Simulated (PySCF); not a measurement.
C₂H₈BBi.
Cartesian coordinates in Å at the PBE0-D3(BJ)/def2-SVP level; atoms count from 1:
```
atom  x, y, z in Å
B1     2.335   -0.079    0.709
Bi2    0.864    1.684    0.438
C3    -0.729    0.390   -0.603
C4    -1.489   -0.457    0.396
H5     3.526    0.089    0.601
H6     1.921   -1.167    1.037
H7     1.680    2.179   -1.086
H8    -1.384    1.102   -1.126
H9    -0.218   -0.219   -1.360
H10   -0.827   -1.162    0.924
H11   -1.994    0.156    1.161
H12   -2.269   -1.059   -0.102
```

Theory: PySCF 2.14.0, PBE0-D3(BJ)/def2-SVP geometry optimisation, gas phase, def2 core potentials past Kr.

Take the most abundant isotopes and a rigid rotor. The values belong to one conformer with, in the numbering `[BH2:1][BiH:2][CH2:3][CH3:4]`, H–B1–Bi2–C3 143° and -41°, B1–Bi2–C3–C4 77°.

**Question.** Give the principal moments of inertia and the rotational constants in GHz.

**Answer.** Ia = 92.57, Ib = 218.67, Ic = 277.66 u·Å²; 505379 MHz·u·Å²/I gives 5459, 2311 and 1820 MHz, that is A = 5.4592, B = 2.3112, C = 1.8202 GHz.

**Question.** Classify the top.

**Answer.** An asymmetric top: κ = (2 × 2311 − 5459 − 1820)/(5459 − 1820) = -0.73.

**Question.** What does the inertial defect say?

**Answer.** Not planar: Δ = Ic − Ia − Ib = -33.58 u·Å². For a rigid frame Δ = −2 Σ m c², so Σ m c² = 16.79 u·Å² lies off the ab plane: 8.69 from hydrogen and 8.10 from heavier atoms. The atom farthest from that plane is 1.61 Å away.

**Question.** Give the other two planar moments, Paa and Pbb, and the rms extents of the mass along the axes.

**Answer.** Paa = Σ m a² = (Ib + Ic − Ia)/2 = 201.87 and Pbb = Σ m b² = (Ia + Ic − Ib)/2 = 75.78 u·Å². With the mass M = 252.05 u, the rms extents √(P/M) along a, b and c are 0.89, 0.55, 0.26 Å.

**Question.** List the rotational levels J(Ka,Kc) to J = 5 (MHz).

**Answer.** Above 0(0,0):
J = 1: 1(0,1) 4131, 1(1,1) 7279, 1(1,0) 7770
J = 2: 2(0,2) 12341, 2(1,2) 15051, 2(1,1) 16524, 2(2,1) 25968, 2(2,0) 26021
J = 3: 3(0,3) 24527, 3(1,3) 26677, 3(1,2) 29620, 3(2,2) 38362, 3(2,1) 38624, 3(3,1) 55361, 3(3,0) 55365
J = 4: 4(0,4) 40555, 4(1,4) 42124, 4(1,3) 47009, 4(2,3) 54846, 4(2,2) 55605, 4(3,2) 71983, 4(3,1) 72008, 4(4,1) 95651, 4(4,0) 95651
J = 5: 5(0,5) 60297, 5(1,5) 61356, 5(1,4) 68622, 5(2,4) 75385, 5(2,3) 77057, 5(3,3) 92787, 5(3,2) 92887, 5(4,2) 116426, 5(4,1) 116428, 5(5,1) 146858, 5(5,0) 146858
The levels of one J sum to (2J + 1)J(J + 1)(A + B + C)/3.

**Question.** Which types of transition are allowed, and where do some lines up to J = 3 fall?

**Answer.** The dipole components are |μa| = 0.71 D, |μb| = 0.13 D, |μc| = 0.36 D. Intensities carry the squares of the components, which stand as 1.00 : 0.04 : 0.26 (a : b : c). Some lines, for components of 0.1 D or more:

| type | branch | J(Ka,Kc) | MHz | lower level (cm⁻¹) |
| --- | --- | --- | --- | --- |
| a | Q | 1(1,0) ← 1(1,1) | 491 | 0.243 |
| a | Q | 2(1,1) ← 2(1,2) | 1473 | 0.502 |
| c | Q | 1(1,1) ← 1(0,1) | 3148 | 0.138 |
| b | Q | 1(1,0) ← 1(0,1) | 3639 | 0.138 |
| b | R | 3(1,2) ← 2(2,1) | 3652 | 0.866 |
| a | R | 1(0,1) ← 0(0,0) | 4131 | 0.000 |
| b | Q | 2(1,1) ← 2(0,2) | 4183 | 0.412 |
| b | R | 2(0,2) ← 1(1,1) | 5062 | 0.243 |
| b | Q | 3(1,2) ← 3(0,3) | 5093 | 0.818 |
| c | R | 1(1,0) ← 0(0,0) | 7770 | 0.000 |
| a | R | 2(1,2) ← 1(1,1) | 7772 | 0.243 |
| a | R | 2(1,1) ← 1(1,0) | 8754 | 0.259 |
| b | R | 3(0,3) ← 2(1,2) | 9476 | 0.502 |
| a | R | 3(2,1) ← 2(2,0) | 12602 | 0.868 |
| b | R | 3(1,3) ← 2(0,2) | 14336 | 0.412 |
| b | Q | 3(3,0) ← 3(2,1) | 16741 | 1.288 |
| b | Q | 3(3,1) ← 3(2,2) | 16999 | 1.280 |
| c | R | 3(1,2) ← 2(0,2) | 17279 | 0.412 |
| b | R | 2(2,1) ← 1(1,0) | 18198 | 0.259 |
| c | R | 2(2,0) ← 1(1,0) | 18251 | 0.259 |
| c | R | 2(2,1) ← 1(1,1) | 18689 | 0.243 |
| b | R | 2(2,0) ← 1(1,1) | 18742 | 0.243 |
| b | R | 3(2,2) ← 2(1,1) | 21838 | 0.551 |
| c | R | 3(2,2) ← 2(1,2) | 23311 | 0.502 |
| b | R | 3(2,1) ← 2(1,2) | 23573 | 0.502 |
| b | R | 3(3,1) ← 2(2,0) | 29340 | 0.868 |
| c | R | 3(3,0) ← 2(2,0) | 29344 | 0.868 |

**Question.** Estimate the classical rotational partition function at 25 K, 50 K and 298.15 K.

**Answer.** Point group C1, symmetry number σ = 1; q = (√π/σ)·√((kT/h)³/(ABC)), k/h = 20836.6 MHz/K: 4400 at 25 K, 12400 at 50 K, 181000 at 298.15 K.

Whether it is a minimum is left open (no frequencies). Constants of a rigid frame at the computed geometry: no zero-point averaging, no centrifugal distortion. A rigid rotor knows nothing of internal rotation, which can split or shift real lines. Quadrupole hyperfine structure (11B) is left out.
